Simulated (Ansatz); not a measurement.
The same path of C2H6Zn + H2S (12 atoms, charge 0, multiplicity 1) was run twice with different band settings. Lost on the way: Zn1–H2, H5–S6. Made: Zn1–S6, H2–H5.

Method: RKS PBE/def2-SVP (Ansatz 0.2.0).

Relaxed end points:

```xyz
12
Properties=species:S:1:pos:R:3
Zn 0.527 -1.514 -0.236
H 0.400 -3.029 0.142
C 1.096 0.285 -0.804
C 0.425 1.484 -0.123
H -2.198 -2.139 1.236
S -2.244 -0.970 0.539
H 0.944 0.344 -1.907
H 2.200 0.339 -0.665
H -0.676 1.490 -0.281
H 0.800 2.461 -0.504
H 0.590 1.493 0.977
H -1.864 -0.243 1.626
```

```xyz
12
Properties=species:S:1:pos:R:3
Zn -0.821 -0.650 -0.786
H 0.036 -2.375 2.376
C 0.675 0.568 -1.103
C 0.952 1.572 0.025
H -0.467 -2.378 1.789
S -2.487 -2.061 -0.447
H 0.476 1.098 -2.060
H 1.571 -0.066 -1.290
H 0.089 2.247 0.209
H 1.822 2.224 -0.209
H 1.179 1.070 0.989
H -3.027 -1.248 0.507
```

Common settings: movable images 9; climbing image yes; optimiser quadratic models (default); start path through a guess of the saddle point; force threshold 0.05 eV/Å; iteration limit 60; end points relaxed.

| run | spring |
| --- | --- |
| 1 | 5.0 eV/Å² |
| 2 | 50.0 eV/Å² |

Task: What does each run give, and how far can it be trusted?

Result: Run 1: converged after 26 iterations, highest image 0.460 eV above the first end. A vibrational analysis at the climbing image gives one clearly imaginary mode, 804i cm⁻¹: a first-order saddle point.
Run 2: converged after 21 iterations, highest image 0.461 eV above the first end. Another band between the same ends (9 images) ends at a top of the same energy, where a vibrational analysis finds 1 clearly imaginary mode.
The orbitals stay closed-shell, which can raise the energy where a bond breaks towards radicals; this wasn't checked here.
